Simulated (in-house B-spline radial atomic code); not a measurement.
Radial electron density of the indium ion In⁺, [Kr] 4d10 5s2. Level of theory: non-relativistic BHandHLYP, spin-polarised, spherical fractional occupations, point nucleus; calculated with an all-electron radial atomic-structure program (B-spline basis).

Columns: r (bohr), 4πr²n(r) (electrons per bohr), bar.

```
 0.00147    1.945 #
 0.00182     2.88 ##
 0.00225    4.221 ##
 0.00278    6.117 ###
 0.00344    8.781 #####
 0.00426    12.43 #######
 0.00527    17.23 ##########
 0.00652    23.34 #############
 0.00807    30.75 #################
 0.00999    39.11 ######################
  0.0124    47.76 ###########################
  0.0153    55.13 ###############################
  0.0189    60.06 ##################################
  0.0234    61.36 ##################################
   0.029    58.99 #################################
  0.0359    55.08 ###############################
  0.0444     53.5 ##############################
   0.055    57.76 ################################
  0.0681     67.6 ######################################
  0.0842    77.07 ###########################################
   0.104     78.3 ############################################
   0.129    68.98 #######################################
    0.16    57.71 ################################
   0.198    56.13 ################################
   0.245    62.95 ###################################
   0.303    63.28 ####################################
   0.375    48.11 ###########################
   0.464    28.08 ################
   0.574    18.97 ###########
    0.71    20.73 ############
   0.879    21.79 ############
    1.09    16.79 #########
    1.35    9.792 ######
    1.67    4.897 ###
    2.06    2.484 #
    2.55    1.334 #
    3.16   0.6759 
    3.91   0.2727 
    4.84  0.07545 
    5.99  0.01261 
    7.41 0.001142 
    9.17 4.862e-05
```

On this grid the curve has 4 maxima, near 0.0234, 0.104, 0.303, 0.879 bohr.

The 5s up radial function P(r) = rR(r), positive near the nucleus:

```json
{"r (bohr)": "0.000408", "P": "0.005024"}
{"r (bohr)": "0.000625", "P": "0.007613"}
{"r (bohr)": "0.000958", "P": "0.01148"}
{"r (bohr)": "0.00147", "P": "0.01717"}
{"r (bohr)": "0.00225", "P": "0.02527"}
{"r (bohr)": "0.00344", "P": "0.03636"}
{"r (bohr)": "0.00527", "P": "0.05063"}
{"r (bohr)": "0.00807", "P": "0.06663"}
{"r (bohr)": "0.0124", "P": "0.07969"}
{"r (bohr)": "0.0189", "P": "0.07925"}
{"r (bohr)": "0.029", "P": "0.04932"}
{"r (bohr)": "0.0444", "P": "-0.02128"}
{"r (bohr)": "0.0681", "P": "-0.1098"}
{"r (bohr)": "0.104", "P": "-0.1277"}
{"r (bohr)": "0.16", "P": "0.01577"}
{"r (bohr)": "0.245", "P": "0.1962"}
{"r (bohr)": "0.375", "P": "0.08208"}
{"r (bohr)": "0.574", "P": "-0.2655"}
{"r (bohr)": "0.879", "P": "-0.2144"}
{"r (bohr)": "1.35", "P": "0.3298"}
{"r (bohr)": "2.06", "P": "0.6921"}
{"r (bohr)": "3.16", "P": "0.5431"}
{"r (bohr)": "4.84", "P": "0.193"}
{"r (bohr)": "7.41", "P": "0.02389"}
```
